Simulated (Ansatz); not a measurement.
Compare A (`O=C(O[SiH3])[SiH2]F`) with its isomer B (`O=C([SiH3])O[SiH2]F`).

Gas-phase electronic energies from Ansatz, PBE0-D4/def2-TZVP geometries. CCSD(T)/CBS is the MP2 limit (def2-TZVPP, def2-QZVPP) plus CCSD(T) − MP2 in def2-TZVPP, frozen cores. Functionals use def2-TZVPP. B3LYP here is the variant with VWN-RPA as its local correlation; programs differ in this. One conformer a species, not always the lowest.

Problem. Which is lower in electronic energy at CCSD(T)/CBS, and by how much? (Estimate.)

Solution. The calculation gave: B, by 4.0 kcal/mol.

Problem. Give E(B) − E(A) in kcal/mol with r2SCAN-D4, MP2/def2-TZVPP, CCSD(T)/def2-TZVPP, HF/def2-TZVPP, PBE-D4, B2PLYP, B3LYP-D4. (An estimate is asked.)

Solution. The calculation gave: r2SCAN-D4 -3.7, MP2/def2-TZVPP -3.7, CCSD(T)/def2-TZVPP -4.0, HF/def2-TZVPP -3.8, PBE-D4 -3.2, B2PLYP -3.4, B3LYP-D4 -3.2. None reverses the order clearly.

Largest T1 diagnostic: 0.015.
